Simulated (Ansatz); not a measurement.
`C[NH2+][Al-]([OH])([OH])[OH]` → Al• + C• + 8 H• + N• + 3 O•  (atomization)

Program: Ansatz. Geometries: PBE0-D4/def2-TZVP. ΔE: electronic, gas phase. CCSD(T)/CBS is the MP2 limit (def2-TZVPP, def2-QZVPP) plus CCSD(T) − MP2 in def2-TZVPP, frozen cores. This one scheme is used for every species, atoms too. For atomizations the MP2-based limit and the directly extrapolated one differ by several kJ/mol either way, and by 10 to 25 for some Ge, Se and Sn compounds, so smaller differences from it don't rank the levels. DFT in def2-TZVPP. B3LYP here is the variant with VWN-RPA as its local correlation; programs differ in this. HSE06 is defined as in plane-wave codes. No spin–orbit coupling; open shells (•) take unrestricted orbitals. Spin–orbit coupling would lower the free atoms: a little for Al, C, O. Each species was taken in one conformer, which may not be the lowest.

```
         level  ΔE (kJ/mol)  difference from CCSD(T)/CBS
   LDA (SPW92)       6119.8                        727.7
     revPBE-D4       5276.8                       -115.3
       BLYP-D4       5356.3                        -35.8
      HSE06-D4       5305.4                        -86.7
        B2PLYP       5303.8                        -88.3
      PBE-QIDH       5279.3                       -112.8
         B3LYP       5303.6                        -88.5
       r2SCANh       5302.4                        -89.7
MP2/def2-TZVPP       5341.6                        -50.5
 HF/def2-QZVPP       3799.0                      -1593.1
   CCSD(T)/CBS       5392.1                            0
```

Largest T1 diagnostic among the species: 0.018.

Leaving LDA and LC-ωPBE aside and taking each functional with its dispersion term where it has one, the values, not all of them listed here, spread over 258.1 kJ/mol, from BHLYP-D4 to PBE-D4. LDA lies +725.4 kJ/mol from PBE without D4, its usual overbinding. At CCSD(T), def2-SVP lies −377.9 kJ/mol from the extrapolated value and def2-TZVPP −161.2 kJ/mol: correlation converges slowly with the basis, and small sets miss more of it in the bonded molecule than in its fragments. From BLYP to BHLYP (50 % exact exchange), in def2-TZVPP and without D4, ΔE moves by −166.6 kJ/mol: exact exchange takes away binding that semilocal exchange gives to molecules.
